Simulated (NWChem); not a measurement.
System: ZrN$_{2}$H$_{4}$O; SMILES [NH]=[Zr]([NH2])[OH]

The following NWChem deck was run.

```
start job
memory heap 200 mb stack 900 mb global 1100 mb
geometry units angstroms noautoz
  Zr     0.060419    -0.029371     0.016142
  N     -1.546666     0.519938     0.672073
  H     -2.442789     0.697011     1.116894
  O      0.562075    -1.923502     0.185652
  H      0.367049    -2.804246     0.509048
  N      1.494583     1.362408     0.496514
  H      2.500020     1.193493     0.512333
  H      1.330959     2.256339     0.954414
end
basis spherical
  * library sto-3g
end
dft
  xc xpbe96 cpbe96
  iterations 150
  mulliken
end
task dft energy
```

Parts of the log:

```
             Northwest Computational Chemistry Package (NWChem) 7.3.0
             --------------------------------------------------------

 C1  symmetry detected

                             Geometry "geometry" -> ""
                             -------------------------

 Output coordinates in angstroms (scale by  1.889725989 to convert to a.u.)

  No.       Tag          Charge          X              Y              Z
 ---- ---------------- ---------- -------------- -------------- --------------
    1 Zr                  40.0000    -0.04838888    -0.02823223    -0.18997172
    2 N                    7.0000    -1.76296245     0.36997898     0.27518778
    3 H                    1.0000    -2.70981562     0.47368294     0.62870096
    4 O                    8.0000     0.66933049    -1.80647323     0.24690635
    5 H                    1.0000     0.55829578    -2.66349222     0.66105591
    6 N                    7.0000     1.15262005     1.58897023     0.21852084
    7 H                    1.0000     2.16596961     1.55976007     0.32786208
    8 H                    1.0000     0.83885851     2.49847965     0.55003881

 Effective nuclear repulsion energy (a.u.)     319.8256605876

  pbe96 is a nonlocal functional; adding pw91lda local functional.

                                 NWChem DFT Module
                                 -----------------

 Summary of "ao basis" -> "ao basis" (spherical)
 ------------------------------------------------------------------------------
       Tag                 Description            Shells   Functions and Types
 ---------------- ------------------------------  ------  ---------------------
 Zr                          sto-3g                 11       27   5s4p2d
 N                           sto-3g                  3        5   2s1p
 H                           sto-3g                  1        1   1s
 O                           sto-3g                  3        5   2s1p

            General Information
            -------------------
          SCF calculation type: DFT
          Wavefunction type:  closed shell.
          No. of atoms     :     8
          No. of electrons :    66
           Alpha electrons :    33
            Beta electrons :    33
          Charge           :     0
          Spin multiplicity:     1
          Use of symmetry is: off; symmetry adaption is: off
          Maximum number of iterations: 150
          AO basis - number of functions:    46
                     number of shells:    24
          Convergence on energy requested:  1.00D-06
          Convergence on density requested:  1.00D-05
          Convergence on gradient requested:  5.00D-04

              XC Information
              --------------
          PerdewBurkeErnzerhof Exchange Functional  1.000
            Perdew 1991 LDA Correlation Functional  1.000 local
           PerdewBurkeErnz. Correlation Functional  1.000 non-local

             Grid Information
             ----------------
          Grid used for XC integration:  medium
          Radial quadrature: Mura-Knowles
          Angular quadrature: Lebedev.
          Tag              B.-S. Rad. Rad. Pts. Rad. Cut. Ang. Pts.
          ---              ---------- --------- --------- ---------
          Zr                  1.55      123           8.0       590
          N                   0.65       49          11.0       434
          H                   0.35       45          12.0       434
          O                   0.60       49          11.0       434
          Grid pruning is: on
          Number of quadrature shells:   450
          Spatial weights used:  Erf1

      Superposition of Atomic Density Guess
      -------------------------------------

 Sum of atomic energies:       -3685.57702842

      Non-variational initial energy
      ------------------------------

 Total energy =   -3685.802922
 1-e energy   =   -5747.909092
 2-e energy   =    1742.280510
 HOMO         =      -0.156772
 LUMO         =       0.138156

     ---------------------------------------------
      Total Density - Mulliken Population Analysis
     ---------------------------------------------

    Atom       Charge   Shell Charges
 -----------   ------   -------------------------------------------------------
    1 Zr  40    38.25   2.00  2.00  6.00  1.99  5.95  2.07  5.71  0.38  0.61  9.98  1.56
    2 N    7     8.21   2.00  1.70  4.52
    3 H    1     0.76   0.76
    4 O    8     8.79   2.00  1.80  4.99
    5 H    1     0.63   0.63
    6 N    7     7.86   2.00  1.64  4.23
    7 H    1     0.75   0.75
    8 H    1     0.75   0.75

   convergence    iter        energy       DeltaE   RMS-Dens  Diis-err
 ---------------- ----- ----------------- --------- --------- ---------
 d= 0,ls=0.0,diis     1  -3688.4278324972 -4.01D+03  1.11D-01  1.72D+00
 d= 0,ls=0.5,diis     2  -3685.0675705603  3.36D+00  3.16D-02  1.75D+01
 d= 0,ls=0.5,diis     3  -3686.8121573274 -1.74D+00  2.11D-02  8.24D+00
 d= 0,ls=0.5,diis     4  -3687.6446652987 -8.33D-01  1.75D-02  4.24D+00
 d= 0,ls=0.5,diis     5  -3688.1176453386 -4.73D-01  1.72D-02  2.18D+00
 d= 0,ls=0.5,diis     6  -3688.4267771497 -3.09D-01  1.17D-02  8.98D-01
 d= 0,ls=0.5,diis     7  -3688.5499960389 -1.23D-01  9.17D-03  4.42D-01
 d= 0,ls=0.5,diis     8  -3688.6181648615 -6.82D-02  6.95D-03  2.09D-01
  Resetting Diis
 d= 0,ls=0.5,diis     9  -3688.6512106459 -3.30D-02  5.44D-03  1.25D-01
 d= 0,ls=0.5,diis    10  -3688.6704644590 -1.93D-02  1.06D-02  8.50D-02
 d= 0,ls=0.5,diis    11  -3688.6875869799 -1.71D-02  5.02D-03  6.24D-02
 d= 0,ls=0.5,diis    12  -3688.6991806701 -1.16D-02  3.73D-03  2.61D-02
 d= 0,ls=0.5,diis    13  -3688.7060376225 -6.86D-03  2.84D-03  6.76D-03
 d= 0,ls=0.5,diis    14  -3688.7090542624 -3.02D-03  2.03D-03  2.95D-03
 d= 0,ls=0.5,diis    15  -3688.7106451389 -1.59D-03  1.64D-03  2.95D-03
 d= 0,ls=0.5,diis    16  -3688.7117784412 -1.13D-03  1.36D-03  2.56D-03
 d= 0,ls=0.5,diis    17  -3688.7125883555 -8.10D-04  1.13D-03  2.08D-03
 d= 0,ls=0.5,diis    18  -3688.7131905342 -6.02D-04  9.40D-04  1.50D-03
 d= 0,ls=0.5,diis    19  -3688.7136244315 -4.34D-04  7.85D-04  9.79D-04
 d= 0,ls=0.5,diis    20  -3688.7139295915 -3.05D-04  6.49D-04  5.90D-04
 d= 0,ls=0.5,diis    21  -3688.7141339423 -2.04D-04  5.35D-04  3.56D-04
 d= 0,ls=0.5,diis    22  -3688.7142689943 -1.35D-04  4.43D-04  2.25D-04
 d= 0,ls=0.5,diis    23  -3688.7143607043 -9.17D-05  3.65D-04  1.38D-04
 d= 0,ls=0.5,diis    24  -3688.7144217991 -6.11D-05  3.00D-04  8.66D-05
 d= 0,ls=0.5,diis    25  -3688.7144627378 -4.09D-05  2.48D-04  5.56D-05
 d= 0,ls=0.5,diis    26  -3688.7144905097 -2.78D-05  2.04D-04  3.48D-05
 d= 0,ls=0.5,diis    27  -3688.7145091581 -1.86D-05  1.68D-04  2.21D-05
 d= 0,ls=0.5,diis    28  -3688.7145216629 -1.25D-05  1.39D-04  1.46D-05
 d= 0,ls=0.5,diis    29  -3688.7145301866 -8.52D-06  1.15D-04  9.30D-06
 d= 0,ls=0.5,diis    30  -3688.7145359261 -5.74D-06  9.44D-05  6.09D-06
 d= 0,ls=0.5,diis    31  -3688.7145397966 -3.87D-06  7.79D-05  4.09D-06
 d= 0,ls=0.5,diis    32  -3688.7145424222 -2.63D-06  6.42D-05  2.76D-06
 d= 0,ls=0.5,diis    33  -3688.7145442062 -1.78D-06  5.29D-05  1.86D-06
 d= 0,ls=0.5,diis    34  -3688.7145454183 -1.21D-06  4.36D-05  1.25D-06
 d= 0,ls=0.5,diis    35  -3688.7145462415 -8.23D-07  3.60D-05  8.47D-07
 d= 0,ls=0.5,diis    36  -3688.7145467996 -5.58D-07  2.97D-05  5.80D-07
 d= 0,ls=0.5,diis    37  -3688.7145471796 -3.80D-07  2.45D-05  3.95D-07
 d= 0,ls=0.5,diis    38  -3688.7145474382 -2.59D-07  2.02D-05  2.68D-07
 d= 0,ls=0.5,diis    39  -3688.7145476140 -1.76D-07  1.66D-05  1.83D-07
 d= 0,ls=0.5,diis    40  -3688.7145477336 -1.20D-07  1.37D-05  1.24D-07
 d= 0,ls=0.5,diis    41  -3688.7145478149 -8.13D-08  1.13D-05  8.44D-08
 d= 0,ls=0.5,diis    42  -3688.7145478701 -5.52D-08  9.34D-06  5.77D-08

         Total DFT energy =    -3688.714547907762
      One electron energy =    -5749.833754796433
           Coulomb energy =     1877.347349299715
    Exchange-Corr. energy =     -136.053802998619
 Nuclear repulsion energy =      319.825660587575

 Numeric. integr. density =       66.000003742267

                       DFT Final Molecular Orbital Analysis
                       ------------------------------------

 Vector   31  Occ=2.000000D+00  E=-8.999233D-02
              MO Center=  7.1D-01,  8.5D-01,  1.0D-01, r^2= 2.8D+00
   Bfn.  Coefficient  Atom+Function         Bfn.  Coefficient  Atom+Function
  ----- ------------  ---------------      ----- ------------  ---------------
    44      0.715904  6 N  pz                36     -0.339054  4 O  px
    26     -0.298971  1 Zr d  1              43     -0.222330  6 N  py
    32     -0.195436  2 N  pz                24      0.186503  1 Zr d -1
    31      0.104519  2 N  py                29      0.086408  2 N  s
    41     -0.081765  6 N  s                 11      0.073136  1 Zr px

 Vector   32  Occ=2.000000D+00  E=-6.855505D-02
              MO Center= -1.0D+00,  2.8D-01,  2.0D-01, r^2= 2.3D+00
   Bfn.  Coefficient  Atom+Function         Bfn.  Coefficient  Atom+Function
  ----- ------------  ---------------      ----- ------------  ---------------
    32      0.648645  2 N  pz                26      0.298518  1 Zr d  1
    25      0.284873  1 Zr d  0              30      0.240191  2 N  px
    44      0.237433  6 N  pz                38      0.190320  4 O  pz
    13     -0.147460  1 Zr pz                43     -0.142215  6 N  py
    14      0.123144  1 Zr s                 17      0.122847  1 Zr pz

 Vector   33  Occ=2.000000D+00  E=-5.259610D-02
              MO Center= -1.3D+00,  3.7D-01,  1.8D-01, r^2= 1.8D+00
   Bfn.  Coefficient  Atom+Function         Bfn.  Coefficient  Atom+Function
  ----- ------------  ---------------      ----- ------------  ---------------
    31      0.759659  2 N  py                23     -0.310807  1 Zr d -2
    44     -0.219776  6 N  pz                27     -0.212308  1 Zr d  2
    12     -0.200788  1 Zr py                16      0.163217  1 Zr py
    35     -0.154012  4 O  s                 41      0.109895  6 N  s
    38      0.105191  4 O  pz                30      0.097228  2 N  px

 Vector   34  Occ=0.000000D+00  E= 5.340142D-02
              MO Center= -8.8D-02, -1.2D-02, -5.8D-01, r^2= 2.2D+00
   Bfn.  Coefficient  Atom+Function         Bfn.  Coefficient  Atom+Function
  ----- ------------  ---------------      ----- ------------  ---------------
    25      0.759873  1 Zr d  0              14      0.679521  1 Zr s
    10     -0.407443  1 Zr s                 17     -0.269479  1 Zr pz
    13      0.226285  1 Zr pz                 6      0.169730  1 Zr s
    44     -0.169702  6 N  pz                32     -0.165087  2 N  pz
    38     -0.157441  4 O  pz                26     -0.141877  1 Zr d  1

 Vector   35  Occ=0.000000D+00  E= 1.384045D-01
              MO Center=  1.0D-01, -2.2D-02, -3.4D-01, r^2= 2.7D+00
   Bfn.  Coefficient  Atom+Function         Bfn.  Coefficient  Atom+Function
  ----- ------------  ---------------      ----- ------------  ---------------
    24      0.880468  1 Zr d -1              44     -0.392860  6 N  pz
    38      0.327965  4 O  pz                26     -0.249078  1 Zr d  1
    16     -0.226796  1 Zr py                12      0.205326  1 Zr py
    43      0.203026  6 N  py                37      0.169785  4 O  py
    31     -0.117268  2 N  py                41     -0.101527  6 N  s

 Vector   36  Occ=0.000000D+00  E= 1.704941D-01
              MO Center= -3.5D-02, -9.0D-02, -3.5D-01, r^2= 2.7D+00
   Bfn.  Coefficient  Atom+Function         Bfn.  Coefficient  Atom+Function
  ----- ------------  ---------------      ----- ------------  ---------------
    26      0.799777  1 Zr d  1              32     -0.482028  2 N  pz
    29     -0.305809  2 N  s                 15      0.291500  1 Zr px
    11     -0.285923  1 Zr px                24      0.249682  1 Zr d -1
    30     -0.244554  2 N  px                17     -0.225880  1 Zr pz
    38      0.226863  4 O  pz                13      0.194245  1 Zr pz

     ---------------------------------------------
      Total Density - Mulliken Population Analysis
     ---------------------------------------------

    Atom       Charge   Shell Charges
 -----------   ------   -------------------------------------------------------
    1 Zr  40    39.56   2.00  2.00  6.00  1.99  5.94  2.07  5.76  0.30  0.67  9.98  2.85
    2 N    7     7.36   1.99  1.61  3.75
    3 H    1     0.87   0.87
    4 O    8     8.29   2.00  1.79  4.51
    5 H    1     0.78   0.78
    6 N    7     7.45   1.99  1.58  3.88
    7 H    1     0.84   0.84
    8 H    1     0.83   0.83

     -------------------------------------------
      Total Density - Lowdin Population Analysis
     -------------------------------------------

    Atom       Charge   Shell Charges
 -----------   ------   -------------------------------------------------------
    1 Zr  40    40.02   2.00  2.00  5.99  1.98  5.92  1.90  5.31  0.53  1.34  9.98  3.08
    2 N    7     7.11   1.99  1.38  3.74
    3 H    1     0.92   0.92
    4 O    8     8.10   1.99  1.60  4.50
    5 H    1     0.85   0.85
    6 N    7     7.22   1.99  1.34  3.88
    7 H    1     0.90   0.90
    8 H    1     0.89   0.89

     Multipole analysis of the density
     ---------------------------------

     L   x y z        total         alpha         beta         nuclear
     -   - - -        -----         -----         ----         -------
     0   0 0 0      0.000000    -33.000000    -33.000000     66.000000

     1   1 0 0      0.694053      0.347026      0.347026     -0.000000
     1   0 1 0     -0.467271     -0.233635     -0.233635      0.000000
     1   0 0 1     -0.531436     -0.265718     -0.265718      0.000000

     2   2 0 0    -29.107620    -99.872921    -99.872921    170.638222
     2   1 1 0      1.005154     -1.889710     -1.889710      4.784574
     2   1 0 1      0.523937      0.451553      0.451553     -0.379169
     2   0 2 0    -25.343321   -121.168524   -121.168524    216.993727
     2   0 1 1     -0.277041     -0.517567     -0.517567      0.758092
     2   0 0 2    -26.846894    -20.633293    -20.633293     14.419693
```

Level: PBE/STO-3G, non-relativistic. All runs use the structure optimised with PBE0/def2-SVP (def2 core potentials past Kr).
